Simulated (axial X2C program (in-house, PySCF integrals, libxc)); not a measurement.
## Potential curves of CuH, 2c

All values were computed with an in-house relativistic program for diatomic molecules. Two-component (2c) means X2C with spin–orbit coupling and atomic mean-field two-electron Coulomb and Gaunt terms. Basis: Cu dyall-cv3z [9s9p6d3f2g], H dyall-v3z [6s2p1d] (cores contracted in-house); Gaussian nuclei, density fitting, unrestricted open shells. Masses: Cu 62.930 u, H 1.008 u.

State: Ω = 0 (closed shell). Energies in eV from the fragments at the same level (Cu + H). Fits are polynomials in 1 − R0/R over 0.85 to 1.23 times the lowest point R0.

| R (Å) | CCSD | MP2 |
| --- | --- | --- |
| 1.2711 |  | -2.5611 |
| 1.3295 | -2.6568 | -2.7192 |
| 1.3733 | -2.7405 | -2.7788 |
| 1.4172 | -2.7852 | -2.7984 |
| 1.4610 | -2.7978 | -2.7856 |
| 1.5121 | -2.7801 | -2.7382 |
| 1.5633 | -2.7345 | -2.6633 |
| 1.6290 | -2.6450 | -2.5372 |
| 1.7094 |  | -2.3507 |
| 1.8263 |  | -2.0428 |

Correlated methods: 12 electrons correlated (number of frozen shells: Cu 3 s, 2 p; H none), 180 virtual spin orbitals or spinors in MP2.

One determinant describes the state; a PBE0 search over occupations chose it and may have missed a lower one. The closed shell is kept restricted, so the energy runs too high when the bond is stretched far. Dissociation energies refer to the lowest single-determinant-based atoms at the same level and basis. CCSD ran in a truncated set of natural virtual spinors with an MP2 remainder; without triples it tends to underbind. The T1 diagnostic is large, a sign of multireference character. Coupled cluster ran on the points near the minimum only. MP2 and coupled cluster on one determinant become unreliable at the stretched end.

(1) What are Re, ωe and De at the CCSD level?

(2) Fit the MP2 curve near its minimum: give the equilibrium distance, the harmonic wavenumber and the well depth.

Answers

(1) At CCSD, 2c: Re = 1.459 Å, ωe ≈ 1930 cm⁻¹, De = 2.80 eV to Cu + H; Be follows as 7.98 cm⁻¹.

(2) At MP2, 2c: Re = 1.420 Å, ωe ≈ 2130 cm⁻¹, De = 2.80 eV to Cu + H; Be follows as 8.43 cm⁻¹.
